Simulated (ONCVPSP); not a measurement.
## indium (In), ONCV: configuration errors across variants

In (Z = 49), optimised norm-conserving Vanderbilt (ONCV), made with ONCVPSP 4.0.1 (PBE, non-relativistic). Core [Kr] 4d10, reference 5s2 (charge +1). Waves: 5s: rc 2.10 bohr, ncon 3, nbas 6, qcut 2.9 1/bohr, 1 projector; p scattering state at 0.27 Ha: rc 2.10 bohr, ncon 3, nbas 7, qcut 4.3 1/bohr, local; d scattering state at 0.38 Ha: rc 2.15 bohr, ncon 4, nbas 8, qcut 4.8 1/bohr, 1 projector. Local part: the p channel. Core correction: none.

In the p channel the program set the typed energies aside and used 0.050 Ha.

All-electron excitation energies from the reference (eV): (1) 5s2 5p1 -5.430; (2) 5s1 18.379; (3) 5s2 5p0.5 -3.450; (4) 5s1 5p1 5.836.

2 further variants failed, have other tests or too few solved ones, and are left out.

A true bound ghost makes a file unfit for plane-wave use even where its test errors are small: the radial tests pick states by their node count and pass the ghost by.

Errors AE − PS in meV (a dash: test not solved or not reliable):

| change | (1) | (2) | (3) | (4) | bound ghosts | GHOST(+) flags above zero |
| --- | --- | --- | --- | --- | --- | --- |
| base | +52 | +92 | +22 | +54 | d | none |
| all radii scaled by about 1.09 (s 2.30, p 2.30, d 2.34 bohr) | +51 | +88 | +22 | +51 | none | d |
| all radii scaled by about 1.30 (s 2.74, p 2.74, d 2.80 bohr) | +68 | +74 | +30 | +59 | none | none |

Q: Give the same row for: all radii scaled by about 1.22 (s 2.56, p 2.56, d 2.62 bohr).

A: +58, +81, +25, +53; bound ghosts: none; GHOST(+) flags above zero: none.
